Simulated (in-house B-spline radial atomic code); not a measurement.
Values are calculated unless marked as measured or tabulated.
**Correlation energy from the adiabatic connection: ω²r²/2 − Z/r, ω = 0.183, Z = 0.3**

Two electrons in a singlet, external potential ω²r²/2 − Z/r, ω = 0.183, Z = 0.3 (atomic units). Full CI in B-splines (partial waves to l = 8, correlation up to 0.6 % small) with the density held fixed gives W(λ) = <V_ee>_λ − U, and E_c is the integral of W(λ) − W(0) from 0 to 1.

```
   λ  W(λ) − W(0) (hartree)
   0                0.00000
0.02               -0.00189
0.05               -0.00464
0.12               -0.01062
0.25               -0.02036
 0.4               -0.02979
 0.6               -0.04005
 0.8               -0.04833
   1               -0.05515
```

(1) Integrate the table by the trapezoid rule.

(2) Now use only three numbers: W(0) = -0.33824, the initial slope W'(0) = -0.09598 (extrapolated from the first points) and the strong-coupling limit of the point-charge-plus-continuum model, W∞ = -0.46406. What do second-order theory and the interpolation W(λ) = W∞ + (W(0) − W∞)/√(1 + 2χλ) of Seidl, Perdew and Levy give?

Answers

(1) The strips give -0.00002, -0.00010, -0.00053, -0.00201, -0.00376, -0.00698, -0.00884, -0.01035, which sum to -0.03260 hartree. The direct value, W(1) − W(0) + T_c with T_c = 0.02243, is -0.03273; the curve is convex, so chords lie above it and the trapezoids fall short in size by 0.40 %.

(2) Second order keeps the slope alone: E_c = W'(0)/2 = -0.04799, +47 % in size against -0.03273. Matching the slope fixes χ = W'(0)/(W∞ − W(0)) = -0.09598/(-0.12582) = 0.76284. Integrating, with s = √(1 + 2χ) = 1.589236, E_c = −(W(0) − W∞)(s − 1)/(s + 1) = −0.12582 × 0.589236/2.589236 = -0.02863 hartree, -12.5 % in size against the full result. At λ = 1 the formula gives W − W(0) = -0.04665 against -0.05515. Part of the miss can come from the model's W∞.
